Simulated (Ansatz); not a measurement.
Species: CaCl, charge 0, doublet. CaCl (SMILES [Cl][Ca], doublet).
B3LYP-D3(BJ)/def2-TZVP minimum from Ansatz (a quantum-chemistry and plane-wave program):
```
Ca
Cl 1 2.4444
```
Charge 0, spin multiplicity 2.

Total energies in def2-QZVPP, 9 correlated electrons, 14 frozen orbitals. Radicals and triplets start from unrestricted determinants; spin-orbit coupling is neglected. Correlated methods leave the cores frozen (noble-gas shells, and filled d and f shells in the p block). No relativity. The spin of CaCl ([Cl][Ca], doublet) was assumed, and the state is the lowest solution found for it.

```json
[
 {"method": "HF", "program": "Ansatz", "energy (Eh)": "-1136.38335", "minus CCSDT(Q) (mEh)": "253.69"},
 {"method": "MP2", "program": "Ansatz", "energy (Eh)": "-1136.60954", "minus CCSDT(Q) (mEh)": "27.50"},
 {"method": "CCSD", "program": "Ansatz", "energy (Eh)": "-1136.62518", "minus CCSDT(Q) (mEh)": "11.86"},
 {"method": "CCSD(T)", "program": "Ansatz", "energy (Eh)": "-1136.63606", "minus CCSDT(Q) (mEh)": "0.98"},
 {"method": "CCSDT(Q)", "program": "Ansatz", "energy (Eh)": "-1136.63704", "minus CCSDT(Q) (mEh)": "0.00"}
]
```

Rough core times of Ansatz's runs on a shared machine: CCSD(T) 50 s, CCSDT(Q) 40 min.
